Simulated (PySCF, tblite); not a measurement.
Isomers of C3H7FN2Si, one GFN2-xTB conformer each. Single-point energies are computed at PBE0/pcSseg-1 (PySCF, gas phase, no added dispersion term), electronic only.

| SMILES | GFN2-xTB relative energy (kcal/mol) |
| --- | --- |
| [H]/N=C/C(=C)[Si@@H](N)F | 4.5 |
| C=NC(=C)[Si@H](N)F | 0.0 |

Conformers: `[H]/[N:4]=[CH:3]/[C:2](=[CH2:1])[Si@@H:5]([NH2:6])[F:7]` with C1–C2–C3–N4 -26°, C1–C2–Si5–N6 120°, C2–Si5–N6–H -53° and 164°; `[CH2:1]=[N:2][C:3](=[CH2:4])[Si@H:5]([NH2:6])[F:7]` with C1–N2–C3–C4 -69°, N2–C3–Si5–N6 25°, C3–Si5–N6–H -169° and 45°.

Problem. What does PBE0/pcSseg-1 give for the same structures?

Solution. 
| SMILES | PBE0/pcSseg-1 E (Eh) | PBE0/pcSseg-1 (kcal/mol) | GFN2-xTB (kcal/mol) | point group |
| --- | --- | --- | --- | --- |
| [H]/N=C/C(=C)[Si@@H](N)F | -616.89111 | 0.0 | 4.5 | C1 |
| C=NC(=C)[Si@H](N)F | -616.88243 | 5.4 | 0.0 | C1 |

GFN2-xTB puts C=NC(=C)[Si@H](N)F lowest instead. 

Problem. Which frontier levels, dipoles and rotational constants go with these structures?

Solution. 
| SMILES | HOMO (eV, PBE0/pcSseg-1) | LUMO (eV) | dipole (D) | A, B, C (MHz) |
| --- | --- | --- | --- | --- |
| [H]/N=C/C(=C)[Si@@H](N)F | -7.47 | -1.43 | 1.79 | 3382, 1354, 1280 |
| C=NC(=C)[Si@H](N)F | -6.81 | -0.78 | 1.46 | 3079, 1550, 1373 |

Problem. What happens when harmonic zero-point energies from GFN2-xTB frequencies are added?

Solution. 
| SMILES | ZPE (kcal/mol) | electronic (kcal/mol) | with ZPE (kcal/mol) |
| --- | --- | --- | --- |
| [H]/N=C/C(=C)[Si@@H](N)F | 61.9 | 0.0 | 0.0 |
| C=NC(=C)[Si@H](N)F | 61.3 | 5.4 | 4.8 |

The zero-point energies span 0.6 kcal/mol. The order is unchanged.
